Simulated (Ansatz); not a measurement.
F6OSi2, charge -1, doublet, at a GFN2-xTB geometry (a state made from the parent by changing its charge; the spin is typed, not shown lowest) (a gas-phase anion, which may not be bound at this level); Ansatz (an electronic-structure program) with SVWN5/STO-3G.

The Ansatz input:
Ansatz 0.2 input:
```yaml
crystal:
  periodic: [false, false, false]
  atoms:
    - {symbol: F, position_ang: [1.96340522, -0.18763904, -1.27226976]}
    - {symbol: Si, position_ang: [1.50372962, 0.23671197, 0.19538769]}
    - {symbol: F, position_ang: [2.57596532, -0.51476360, 1.11744875]}
    - {symbol: F, position_ang: [1.99204263, 1.75852000, 0.27278663]}
    - {symbol: O, position_ang: [0.05945132, -0.00988102, 0.68849837]}
    - {symbol: Si, position_ang: [-1.67456426, -0.23398609, 0.24990733]}
    - {symbol: F, position_ang: [-1.62664035, 0.98995938, -0.81521947]}
    - {symbol: F, position_ang: [-3.34899722, -0.44295146, -0.04394250]}
    - {symbol: F, position_ang: [-1.34287844, -1.59858244, -0.56348334]}
basis:
  gaussian:
    orbitals: STO-3G
hamiltonian:
  xc: {name: SVWN5}
total_charge: -1
magnetization: {spin_polarized: true, initial_magnetization: 1}
```

Problem. Predict the main parts of the log of this Ansatz run.

Solution. 
```
Functional definition: SVWN5
700 factors; integrals over basis functions are off by at most 3.1e-5 eV
mean field evaluation 1: about -33465.6761 eV, gradient 2.4e1 eV
mean field evaluation 2: about -33458.9737 eV, gradient 4.4e1 eV
mean field evaluation 4: about -33469.7474 eV, gradient 3.0e0 eV
mean field evaluation 8: about -33469.7786 eV, gradient 8.2e-2 eV
mean field evaluation 16: about -33469.7787 eV, gradient 2.8e-5 eV
mean field -33469.77868789 eV, -1229.9916801493 hartree, gradient 2.8e-5 eV, S^2 0.750374; 0 other end points of the search recorded, 0 dependent functions left out
reference -33469.77870270 eV, -1229.9916806932 hartree; 46, 45 occupied and 7, 8 virtual orbitals, 700 factors
Total energy: -33469.77870270 eV, -1229.9916806932 hartree
```
